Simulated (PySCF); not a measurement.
From a computed spectrum to the compound

A species of 4 atoms with charge 0 has these harmonic modes (B3LYP, small Gaussian bases with core potentials, PySCF 2.14.0):

```csv
cm⁻¹,km/mol,symmetry
47,2.7,
48,2.9,
48,2.9,
187,0.0,
230,29.7,
233,29.7,
```

(1) Which species is it, and in which structure?

Answers

(1) TlBr3 (singlet):
```xyz
4

Tl    0.0000    0.0000    0.0000
Br    2.5591    0.0000    0.0000
Br   -1.2795    2.2163    0.0000
Br   -1.2796   -2.2163    0.0000
```
Ideal gas at 298.15 K and 1 bar: S = 391.1 J/(mol K), Cp = 80.9 J/(mol K), H − H(0 K) = 20.8 kJ/mol (rigid rotor, harmonic modes, spin degeneracy alone; the modes under 60 cm⁻¹ make these uncertain). 
 The answer isn't unique; the calculation gave this one.
